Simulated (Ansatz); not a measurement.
# Molecular dynamics of FGaH4O2Se

input.yaml

```yaml
crystal:
  periodic: [false, false, false]
  atoms:
    - { symbol: Ga, position_ang: [-0.284182, -0.067432, -0.36403] }
    - { symbol: F, position_ang: [1.487413, -0.787522, -0.305071] }
    - { symbol: O, position_ang: [-0.565038, 0.804482, -1.869826] }
    - { symbol: O, position_ang: [-1.450526, -1.194585, 0.32583] }
    - { symbol: H, position_ang: [1.655831, -0.014885, 0.652814] }
    - { symbol: Se, position_ang: [0.882109, 1.198608, 1.540988] }
    - { symbol: H, position_ang: [0.138326, 1.171307, -2.379531] }
    - { symbol: H, position_ang: [-2.224211, -1.416599, -0.16736] }
    - { symbol: H, position_ang: [0.360379, 0.306627, 2.566188] }
basis:
  gaussian: { orbitals: def2-SVP }
hamiltonian:
  xc: hf
md:
  timestep: 0.5
  n_steps: 200
  ensemble: nve
  temperature: 100.0
  initial_velocities: maxwell_boltzmann
  seed: 10680
```

Run as:

```bash
$ ansatz run input.yaml --threads 2 --pin off --max-ram 3072MiB --backend cpu --events-out ev --progress --plain --runs-dir out
```

It starts at the highest image of a converged band, a first-order saddle point between two minima.

Output, in part (one step line in 4, the closing report, with atoms numbered from 0):

```
md step     0: t =     0.00 fs  T =   100.0 K  F+E_penalty+E_count = -124462.62228835 eV  E_kin = 0.090482 eV  conserved = -124462.53180635 eV  (36 SCF iters)
md step     4: t =     2.00 fs  T =    99.1 K  F+E_penalty+E_count = -124462.62134949 eV  E_kin = 0.089653 eV  conserved = -124462.53169637 eV  (35 SCF iters)
md step     8: t =     4.00 fs  T =   119.0 K  F+E_penalty+E_count = -124462.63928871 eV  E_kin = 0.107667 eV  conserved = -124462.53162176 eV  (34 SCF iters)
md step    12: t =     6.00 fs  T =   181.0 K  F+E_penalty+E_count = -124462.69578711 eV  E_kin = 0.163767 eV  conserved = -124462.53201999 eV  (34 SCF iters)
md step    16: t =     8.00 fs  T =   182.4 K  F+E_penalty+E_count = -124462.69804929 eV  E_kin = 0.165055 eV  conserved = -124462.53299451 eV  (34 SCF iters)
md step    20: t =    10.00 fs  T =   157.3 K  F+E_penalty+E_count = -124462.67341598 eV  E_kin = 0.142306 eV  conserved = -124462.53110999 eV  (35 SCF iters)
md step    24: t =    12.00 fs  T =   300.1 K  F+E_penalty+E_count = -124462.80511362 eV  E_kin = 0.271516 eV  conserved = -124462.53359737 eV  (34 SCF iters)
md step    28: t =    14.00 fs  T =   198.1 K  F+E_penalty+E_count = -124462.71063208 eV  E_kin = 0.179269 eV  conserved = -124462.53136312 eV  (35 SCF iters)
md step    32: t =    16.00 fs  T =   273.1 K  F+E_penalty+E_count = -124462.77852416 eV  E_kin = 0.247095 eV  conserved = -124462.53142891 eV  (34 SCF iters)
md step    36: t =    18.00 fs  T =   446.2 K  F+E_penalty+E_count = -124462.93909108 eV  E_kin = 0.403727 eV  conserved = -124462.53536361 eV  (34 SCF iters)
md step    40: t =    20.00 fs  T =   362.9 K  F+E_penalty+E_count = -124462.85843786 eV  E_kin = 0.328400 eV  conserved = -124462.53003816 eV  (34 SCF iters)
md step    44: t =    22.00 fs  T =   572.7 K  F+E_penalty+E_count = -124463.05253687 eV  E_kin = 0.518211 eV  conserved = -124462.53432551 eV  (34 SCF iters)
md step    48: t =    24.00 fs  T =   457.3 K  F+E_penalty+E_count = -124462.94450509 eV  E_kin = 0.413741 eV  conserved = -124462.53076401 eV  (34 SCF iters)
md step    52: t =    26.00 fs  T =   653.6 K  F+E_penalty+E_count = -124463.12489043 eV  E_kin = 0.591412 eV  conserved = -124462.53347834 eV  (34 SCF iters)
md step    56: t =    28.00 fs  T =   601.1 K  F+E_penalty+E_count = -124463.07549620 eV  E_kin = 0.543881 eV  conserved = -124462.53161522 eV  (34 SCF iters)
md step    60: t =    30.00 fs  T =   736.2 K  F+E_penalty+E_count = -124463.20190988 eV  E_kin = 0.666125 eV  conserved = -124462.53578513 eV  (34 SCF iters)
md step    64: t =    32.00 fs  T =   650.8 K  F+E_penalty+E_count = -124463.12030684 eV  E_kin = 0.588813 eV  conserved = -124462.53149368 eV  (34 SCF iters)
md step    68: t =    34.00 fs  T =   681.8 K  F+E_penalty+E_count = -124463.14837046 eV  E_kin = 0.616904 eV  conserved = -124462.53146645 eV  (34 SCF iters)
md step    72: t =    36.00 fs  T =   803.4 K  F+E_penalty+E_count = -124463.26291792 eV  E_kin = 0.726921 eV  conserved = -124462.53599677 eV  (34 SCF iters)
md step    76: t =    38.00 fs  T =   766.0 K  F+E_penalty+E_count = -124463.22615544 eV  E_kin = 0.693105 eV  conserved = -124462.53305088 eV  (34 SCF iters)
md step    80: t =    40.00 fs  T =   830.5 K  F+E_penalty+E_count = -124463.28427759 eV  E_kin = 0.751423 eV  conserved = -124462.53285501 eV  (34 SCF iters)
md step    84: t =    42.00 fs  T =   772.8 K  F+E_penalty+E_count = -124463.22998358 eV  E_kin = 0.699223 eV  conserved = -124462.53076072 eV  (37 SCF iters)
md step    88: t =    44.00 fs  T =   957.7 K  F+E_penalty+E_count = -124463.40368546 eV  E_kin = 0.866501 eV  conserved = -124462.53718400 eV  (34 SCF iters)
md step    92: t =    46.00 fs  T =   859.2 K  F+E_penalty+E_count = -124463.30958999 eV  E_kin = 0.777402 eV  conserved = -124462.53218825 eV  (35 SCF iters)
md step    96: t =    48.00 fs  T =   906.1 K  F+E_penalty+E_count = -124463.35287889 eV  E_kin = 0.819837 eV  conserved = -124462.53304187 eV  (34 SCF iters)
md step   100: t =    50.00 fs  T =   821.9 K  F+E_penalty+E_count = -124463.27455499 eV  E_kin = 0.743646 eV  conserved = -124462.53090911 eV  (35 SCF iters)
md step   104: t =    52.00 fs  T =   944.8 K  F+E_penalty+E_count = -124463.39181892 eV  E_kin = 0.854833 eV  conserved = -124462.53698572 eV  (34 SCF iters)
md step   108: t =    54.00 fs  T =   875.3 K  F+E_penalty+E_count = -124463.32657058 eV  E_kin = 0.791955 eV  conserved = -124462.53461595 eV  (35 SCF iters)
md step   112: t =    56.00 fs  T =   815.4 K  F+E_penalty+E_count = -124463.26962407 eV  E_kin = 0.737776 eV  conserved = -124462.53184821 eV  (35 SCF iters)
md step   116: t =    58.00 fs  T =   804.4 K  F+E_penalty+E_count = -124463.25991971 eV  E_kin = 0.727865 eV  conserved = -124462.53205476 eV  (34 SCF iters)
md step   120: t =    60.00 fs  T =   799.8 K  F+E_penalty+E_count = -124463.25780526 eV  E_kin = 0.723717 eV  conserved = -124462.53408801 eV  (34 SCF iters)
md step   124: t =    62.00 fs  T =   851.2 K  F+E_penalty+E_count = -124463.30774963 eV  E_kin = 0.770163 eV  conserved = -124462.53758671 eV  (35 SCF iters)
md step   128: t =    64.00 fs  T =   664.5 K  F+E_penalty+E_count = -124463.13179956 eV  E_kin = 0.601293 eV  conserved = -124462.53050665 eV  (34 SCF iters)
md step   132: t =    66.00 fs  T =   760.1 K  F+E_penalty+E_count = -124463.22197196 eV  E_kin = 0.687738 eV  conserved = -124462.53423352 eV  (35 SCF iters)
md step   136: t =    68.00 fs  T =   593.5 K  F+E_penalty+E_count = -124463.06610388 eV  E_kin = 0.536986 eV  conserved = -124462.52911748 eV  (34 SCF iters)
md step   140: t =    70.00 fs  T =   752.3 K  F+E_penalty+E_count = -124463.21863613 eV  E_kin = 0.680726 eV  conserved = -124462.53791014 eV  (34 SCF iters)
md step   144: t =    72.00 fs  T =   498.4 K  F+E_penalty+E_count = -124462.98071419 eV  E_kin = 0.450978 eV  conserved = -124462.52973641 eV  (36 SCF iters)
md step   148: t =    74.00 fs  T =   683.9 K  F+E_penalty+E_count = -124463.15571003 eV  E_kin = 0.618832 eV  conserved = -124462.53687824 eV  (35 SCF iters)
md step   152: t =    76.00 fs  T =   452.0 K  F+E_penalty+E_count = -124462.93632540 eV  E_kin = 0.408992 eV  conserved = -124462.52733354 eV  (35 SCF iters)
md step   156: t =    78.00 fs  T =   629.3 K  F+E_penalty+E_count = -124463.10506648 eV  E_kin = 0.569364 eV  conserved = -124462.53570244 eV  (34 SCF iters)
md step   160: t =    80.00 fs  T =   439.2 K  F+E_penalty+E_count = -124462.92733348 eV  E_kin = 0.397398 eV  conserved = -124462.52993560 eV  (28 SCF iters)
md step   164: t =    82.00 fs  T =   641.0 K  F+E_penalty+E_count = -124463.11827745 eV  E_kin = 0.579998 eV  conserved = -124462.53827940 eV  (35 SCF iters)
md step   168: t =    84.00 fs  T =   501.1 K  F+E_penalty+E_count = -124462.98519304 eV  E_kin = 0.453445 eV  conserved = -124462.53174781 eV  (35 SCF iters)
md step   172: t =    86.00 fs  T =   563.8 K  F+E_penalty+E_count = -124463.04302000 eV  E_kin = 0.510127 eV  conserved = -124462.53289251 eV  (35 SCF iters)
md step   176: t =    88.00 fs  T =   518.6 K  F+E_penalty+E_count = -124463.00048954 eV  E_kin = 0.469199 eV  conserved = -124462.53129041 eV  (35 SCF iters)
md step   180: t =    90.00 fs  T =   601.4 K  F+E_penalty+E_count = -124463.07995836 eV  E_kin = 0.544152 eV  conserved = -124462.53580628 eV  (35 SCF iters)
md step   184: t =    92.00 fs  T =   637.4 K  F+E_penalty+E_count = -124463.11378106 eV  E_kin = 0.576739 eV  conserved = -124462.53704224 eV  (35 SCF iters)
md step   188: t =    94.00 fs  T =   524.6 K  F+E_penalty+E_count = -124463.00543896 eV  E_kin = 0.474666 eV  conserved = -124462.53077251 eV  (35 SCF iters)
md step   192: t =    96.00 fs  T =   633.8 K  F+E_penalty+E_count = -124463.10717925 eV  E_kin = 0.573438 eV  conserved = -124462.53374087 eV  (35 SCF iters)
md step   196: t =    98.00 fs  T =   533.4 K  F+E_penalty+E_count = -124463.01257446 eV  E_kin = 0.482653 eV  conserved = -124462.52992143 eV  (34 SCF iters)
md step   200: t =   100.00 fs  T =   721.8 K  F+E_penalty+E_count = -124463.19125455 eV  E_kin = 0.653078 eV  conserved = -124462.53817693 eV  (37 SCF iters)
Total energy: -124463.19125455 eV, -4573.9379144237 hartree
Atom 0 at    -0.473840     0.215778    -0.139643 Å, force     0.941493     0.168629    -0.576900 eV/Å
Atom 1 at     2.312503    -1.740392    -0.882510 Å, force    -0.395334     0.011525    -0.167282 eV/Å
Atom 2 at    -0.374173     0.620818    -1.853993 Å, force    -0.126094     0.363678    -0.133025 eV/Å
Atom 3 at    -1.266745    -1.286887     0.201831 Å, force    -0.673935    -0.949198     0.061092 eV/Å
Atom 4 at     3.122692    -1.701330    -0.500434 Å, force     0.315744     0.043101     0.190858 eV/Å
Atom 5 at     0.747036     1.259200     1.521636 Å, force     0.025696     0.378344     0.090501 eV/Å
Atom 6 at     0.101450     1.365361    -2.188446 Å, force    -0.060531    -0.108005     0.085277 eV/Å
Atom 7 at    -1.471633    -1.858439    -0.528742 Å, force     0.014205     0.214869     0.261115 eV/Å
Atom 8 at     0.381269     0.243812     2.485293 Å, force    -0.041244    -0.122941     0.188363 eV/Å
Dipole moment:     0.415942     0.103965     0.006503 e Å
```

The run went to its last step. The conserved energy stayed within 0.73 meV per atom of its start (net change -0.71 meV per atom), so the integration is sound. The kinetic energy rose, since the run started high on the potential surface and went downhill. It ends in pieces (FH + GaH3O2Se), so much of that is their flight and rotation, not heat. A run of 0.1 ps of so small a system gives no equilibrium averages. The orbitals stay closed-shell, which can raise the energy where a bond breaks towards radicals; this wasn't checked here.

Between its relaxed ends the band would form F2–H5 and break Ga1–F2, H5–Se6. These pairs go: F2–H5 1.24 → 0.90 Å, Ga1–F2 1.91 → 3.48 Å, H5–Se6 1.69 → 4.30 Å. In the last frame they stand as after the step (other bonds may differ from the relaxed reactants and products). It ends as FH + GaH3O2Se. Pairs count as bonded within 1.25 times the sum of covalent radii (0.12 Å more for H–H).

Last frame:

```xyz
9
Properties=species:S:1:pos:R:3
Ga -0.474 0.216 -0.140
F 2.312 -1.740 -0.882
O -0.374 0.621 -1.854
O -1.267 -1.287 0.202
H 3.123 -1.701 -0.500
Se 0.747 1.259 1.522
H 0.101 1.365 -2.188
H -1.472 -1.858 -0.529
H 0.381 0.244 2.485
```

Run time: 7.5 min on 2 threads of Arm Neoverse V2, on a shared host, peak memory 0.33 GiB.
